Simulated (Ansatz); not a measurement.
## Cl⁻ ··· GeH4

The pair of Cl⁻ (SMILES [Cl-], atom 1) and GeH4 (SMILES [GeH4], atoms 2–6), both closed shells, in one local arrangement (a lower one may exist), relaxed at PBE0-D4/def2-TZVPD:

Cl1  (-0.852, 0.130, -2.500)
Ge2  (0.138, -0.021, 0.404)
H3  (1.121, 0.944, -0.262)
H4  (-1.289, 0.513, 0.538)
H5  (0.649, -0.097, 1.903)
H6  (0.235, -1.468, -0.083)
(Å)

Computed with Ansatz 0.2.0 (basis: def2-TZVPPD, with def2-QZVPPD for the basis limit); correlated methods freeze the cores. Filled d shells of the heavier atoms are correlated. The def2 sets are not built for correlating such inner shells, so the correlated values are less sure here. B3LYP uses VWN-RPA correlation. Extrapolation: Hartree–Fock as exp(−7.88 √X), correlation as X^−2.97. Interaction energies count from these two fragments, frozen as in the pair, with the counterpoise correction; negative means bound.

Question: What is the interaction energy by CCSD(T) at an estimated basis limit (MP2 extrapolated from triple and quadruple zeta, plus CCSD(T) − MP2 in triple zeta)? (To be estimated.)

Answer: The calculation gives: -9.39 kcal/mol. Hartree–Fock alone gives -5.95 kcal/mol at the basis limit. It counts from the two fragments frozen as in the pair.

The same quantity by other methods in triple zeta, and each one's difference from that estimate:
```tsv
method	E_int (kcal/mol)	difference
PBE-D4	-10.06	-0.67
revPBE-D4	-10.12	-0.73
BLYP-D4	-9.10	0.30
r2SCAN-D4	-9.75	-0.35
B97M-V	-10.17	-0.77
PBE0-D4	-10.07	-0.68
B3LYP-D4	-9.32	0.08
HSE06-D4	-10.07	-0.67
wB97X-V	-9.34	0.05
wB97M-V	-9.66	-0.26
B2PLYP	-7.62	1.77
HF	-5.81	3.59
MP2	-8.59	0.81
CCSD	-7.88	1.51
CCSD(T)	-8.33	1.07
```
Differences are method less estimate.

Energy to bend the free fragments (PBE0-D4 minima) into their shapes in the pair, CCSD(T)/def2-TZVPPD: GeH4 2.42 kcal/mol. This must be added to the interaction energy to get the binding energy from relaxed fragments.

Basis-set superposition shift (counterpoise-corrected less uncorrected): CCSD(T) 1.08; MP2 1.04; HF 0.12; PBE0-D4 0.12; wB97M-V 0.13 kcal/mol.

No T1 diagnostic of these runs exceeds 0.012.

For scale, one of the runs: CCSD(T)/def2-TZVPPD, 173 basis functions, launched by `ansatz run in.yaml --threads 2 --pin off --events-out ev --progress --plain --max-ram 5222MiB`. Time: 32 s of wall clock on 2 CPU threads of an Arm Neoverse V2; the host was shared. Peak host memory: 1.4 GiB.
